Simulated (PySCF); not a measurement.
## Si4H9ClO3

The system: Si4H9ClO3, a molecule; neutral, singlet. The structure, one conformer, was relaxed in the gas phase by PBE0-D3(BJ)/def2-SVP. No frequency run checks that it is a minimum.

SMILES: [SiH3]O[Si](Cl)(O[SiH3])O[SiH3]

```xyz
17

Si    1.657    1.322   -1.368
O     0.757    1.530    0.013
Si   -0.290    0.880    1.082
O     0.324   -0.490    1.714
Si    1.065   -1.963    1.529
O    -1.723    0.583    0.364
Si   -2.531   -0.027   -0.952
Cl   -0.590    2.214    2.589
H     1.427   -0.050   -1.915
H     1.240    2.334   -2.378
H     3.100    1.491   -1.043
H     2.305   -1.799    0.712
H     1.412   -2.492    2.876
H     0.143   -2.908    0.832
H    -1.865    0.436   -2.208
H    -2.507   -1.519   -0.912
H    -3.936    0.460   -0.914
```
Atoms count from 1 in this order.

Shieldings: GIAO PBE0/pcSseg-1. Shifts are against computed references at the same level: H TMS (σ 31.27 ppm), Si TMS (σ 352.0 ppm). Core levels by delta-SCF with SCAN, pcX-2 on the ionised atom and pcseg-1 elsewhere, spin-free X2C (2p3/2 is the spin-free 2p value less a third of a first-order spin-orbit splitting); from the vacuum level, for chosen atoms.

Q: Give the NMR and core-level values of the distinct atoms.

A: 
```csv
atoms,bonded to,σ (ppm),δ (ppm),core level (eV)
Si1,1 O + 3 H,389.7,-37.7,-
O2,2 Si,279.7,-,1s 538.26
Si3,1 Cl + 3 O,429.0,-77.0,2p3/2 109.08
O4,2 Si,277.4,-,1s 538.25
Si5,1 O + 3 H,390.6,-38.6,-
O6,2 Si,276.2,-,1s 538.26
Si7,1 O + 3 H,390.5,-38.5,-
Cl8,1 Si,902.3,-,2p3/2 206.04
H9 H10 H11,1 Si,26.16,5.11,-
H12 H13 H14,1 Si,26.14,5.13,-
H15 H16 H17,1 Si,26.15,5.12,-
```

Values are those of this one static structure, with the three H of a rotating XH3 group averaged; atoms that internal rotation interchanges would show their mean in an NMR spectrum.

Q: By CAM-B3LYP/def2-SVPD (TDDFT singlets, Tamm-Dancoff triplets, ionisation by delta-SCF), where does absorption start, and what does vertical ionisation take?

A: The first singlet with intensity lies at 7.61 eV (f 0.010); what lies below it is dark. The lowest singlet lies at 7.46 eV (f 0.000), the strongest of the first 6 at 7.99 eV (f 0.011), the lowest triplet at 7.13 eV; vertical ionisation takes 10.94 eV.

The 3 runs behind this took 12 min in all, one thread each of Arm Neoverse V1 on a shared host, launched as `OMP_NUM_THREADS=1 python cluster_run.py task.json out`.
